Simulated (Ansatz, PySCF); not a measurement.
Molecule: sum formula SiOF$_{2}$, charge 0, multiplicity 1. 
Coordinates optimised at B3LYP-D3(BJ)/def2-TZVP (Ansatz, an electronic-structure program):
SMILES: O=[Si](F)F
```xyz
4

Si     0.1224    -0.0385    -0.0248
O      1.5315    -0.4819    -0.3108
F     -0.6987    -0.2461     1.2977
F     -0.8530     0.7344    -0.9829
```
Charge 0, spin multiplicity 1.

Quantity: vertical ionisation energy (to the doublet state of charge +1; each state is the SCF solution reached for its spin), in eV. Valence correlation only, unless marked. Open shells are spin-unrestricted. Spin-orbit coupling is left out. Non-relativistic. 

| level | program | vertical ionisation energy (eV) |
|---|---|---|
| HF/aug-cc-pV(Q+d)Z | Ansatz | 10.35 |
| SVWN5/def2-TZVPD | Ansatz | 12.58 |
| B3LYP/def2-TZVPD | Ansatz | 12.19 |
| BHLYP/def2-TZVPD | Ansatz | 11.82 |
| B2PLYP/def2-TZVPD | Ansatz | 12.22 |
| RI-MP2/aug-cc-pV(T+d)Z | Ansatz | 12.51 |

For comparison, minus the highest occupied orbital energy (PySCF): 8.53 eV at TPSSh/def2-TZVPD, 7.88 eV at TPSS/def2-TZVPD, 7.91 eV at M06-L/def2-TZVPD.
